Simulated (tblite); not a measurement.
Run record: tight-binding relaxation, `C#CCC(C)(C)CBBC`.

Computed with GFN2-xTB geometry optimisation, gas phase (tblite 0.8.0). Start geometry: from a force field or distance geometry. A driver script takes a list of jobs; this job's settings line and coordinates (Å) are shown.

Command:
```bash
OMP_NUM_THREADS=1 python probes_run.py task.json out
```

Input:
```
{"job": {"kind": "relax", "xc": "GFN2-xTB", "basis": "xTB"}, "charge": 0, "multiplicity": 1}
C     -1.592500     2.687200     0.292800
C     -1.759100     1.516400     0.487000
C     -1.954800     0.086500     0.742200
C     -1.084100    -0.784000    -0.120100
C     -1.362600    -0.537500    -1.584500
C     -1.501800    -2.251600     0.125100
C      0.363100    -0.729300     0.247000
B      1.032000     0.697100     0.138100
B      2.422000     0.904000     1.012600
C      3.771600     0.955400     0.199800
H     -1.477900     3.734400     0.097100
H     -1.822900    -0.109000     1.838700
H     -3.039900    -0.151200     0.562700
H     -1.373400     0.562900    -1.781500
H     -0.541600    -0.921800    -2.217800
H     -2.342800    -0.995000    -1.887700
H     -1.543600    -2.776600    -0.827800
H     -0.682800    -2.770100     0.714400
H     -2.400900    -2.282100     0.751700
H      0.489400    -1.115000     1.305000
H      0.949200    -1.422400    -0.392200
H      0.801200     1.447800    -0.746200
H      2.348500     1.469900     2.063700
H      3.587000     0.848600    -0.901300
H      4.425900     0.071100     0.447600
H      4.269700     1.887100     0.476700
```

Output:
```
step      E/eV     max force
  0    -751.50109    2.159
  1    -751.80834    1.601
  2    -751.81219    5.541
  3    -751.97283    0.723
  4    -752.02069    0.748
  5    -752.07550    0.407
  6    -752.09508    0.373
  7    -752.12307    0.460
  8    -752.14496    0.495
  9    -752.16139    0.226
... (142 lines left out)
152    -752.43385    0.017
153    -752.43393    0.019
154    -752.43399    0.016
155    -752.43406    0.013
156    -752.43412    0.012
157    -752.43416    0.014
158    -752.43420    0.012
159    -752.43423    0.012
160    -752.43426    0.011
161    -752.43428    0.008
```

«max force» is the largest atomic force in eV/Å.

Question: From which step on does the largest force stay under 0.1 eV/Å, and how much energy is left to gain from there?

Answer: From step 106 (0.046 eV/Å), 11.0 meV above the end.

Summary of the converged run: energy lowered by 21.5 kcal/mol over 161 steps; largest atomic force 0.008 eV/Å at the end.

Question: Estimate the wall time. Hardware: Arm Neoverse N1, one thread, shared host.

Answer: About 2.6 s.
Labels such as C1 count atoms from 1, the log's own numbers from 0.
